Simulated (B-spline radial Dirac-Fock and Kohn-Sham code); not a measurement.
Level of theory: multi-electron Dirac-Fock with separately optimised hole states, Breit and Lamb-shift corrections added in first order; an atomic code on a B-spline grid. The model has no electron correlation.

**Question.** An atom or ion in its tabulated ground configuration has these computed binding energies (the last is its least bound level). Which is it?

```
level  binding energy (eV)
    K              36007.3
   L3               5037.3
   M2               1094.3
   N1                264.9
   N2                209.0
   N4                102.2
 O2,3                33.19
```

**Answer.** Cs²⁺: Z = 55 with 53 electrons, [Kr] 4d10 5s2 5p5. The hydrogen-like estimate √(E/Ry) = 51.4 for the K level lies 3.6 below Z (screening lowers it, relativity raises it); the outermost level, at 33.19 eV, fixes the charge.

**Question.** Identify the element and charge state from the binding energies below (tabulated ground configuration; the least bound level is included).

| level | binding energy (eV) |
| --- | --- |
| L1 | 942.8 |
| L3 | 794.1 |
| M1 | 119.5 |
| M2 | 77.66 |
| M3 | 75.85 |
| M4,5 | 12.57 |
| N1 | 7.11 |

**Answer.** Co: Z = 27 with 27 electrons, [Ar] 3d7 4s2.
